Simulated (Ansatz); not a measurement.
`N[CH2][InH2]` + NH₃ → `[NH2][InH2]` + CH₃NH₂ at 500 K and 1 bar (ligand exchange at the In–C bond).

Gas-phase electronic energies from Ansatz, PBE0-D4/def2-TZVP geometries. CCSD(T)/CBS is the MP2 limit (def2-TZVPP, def2-QZVPP) plus CCSD(T) − MP2 in def2-TZVPP, frozen cores. This one scheme is used for every species. Elements past krypton have def2 core potentials. For In outer-core shells are correlated without core-valence functions, which leaves a few kJ/mol of doubt a bond. Each species was taken in one conformer, which may not be the lowest.

| species | CCSD(T)/CBS energy (Eh) | H − E (kJ/mol) | S (J/(mol·K)) |
| --- | --- | --- | --- |
| `N[CH2][InH2]` | -286.12674 | 209.8 | 377.5 |
| NH₃ | -56.50880 | 108.2 | 211.8 |
| `[NH2][InH2]` | -246.90424 | 126.5 | 321.9 |
| CH₃NH₂ | -95.75281 | 191.8 | 270.3 |

H − E and S are ideal-gas, rigid-rotor, harmonic terms from PBE0-D4/def2-TZVP, for one conformer and one mirror image of each species. 1 Eh = 2625.50 kJ/mol, R = 8.31446 J/(mol·K).

Problem. By hand: ΔE, ΔH, ΔS and ΔG.

Solution. ΔE = (-246.90424) + (-95.75281) − (-286.12674) − (-56.50880) = -0.02151 Eh = -56.5 kJ/mol. Δ(H − E) = 126.5 + 191.8 − 209.8 − 108.2 = 0.3, so ΔH = -56.2 kJ/mol. ΔS = 321.9 + 270.3 − 377.5 − 211.8 = 2.9 J/(mol·K). ΔG = -56.2 − 500 × (2.9)/1000 = -57.7 kJ/mol.

Problem. By hand: the equilibrium constant, and the temperature at which ΔG would vanish if ΔH and ΔS stayed fixed.

Solution. log₁₀ K = −ΔG/(RT ln 10) = 6.0. ΔH and −TΔS have one sign here, so there is no such temperature.

The number of gas molecules stays the same, so ΔS is small and ΔH decides. A doubt of 5 kJ/mol in ΔE shifts log₁₀ K by 0.5 here. Other conformers and mirror images would add mixing entropy, several J/(mol·K) or more a flexible species. These are equilibria of isolated gas molecules and say nothing of rates. Largest T1 diagnostic: 0.016 (customary marks: 0.02 for closed shells, 0.045 for open ones).

ΔS is within the doubt of such terms, so its sign, and with it that verdict, could turn.
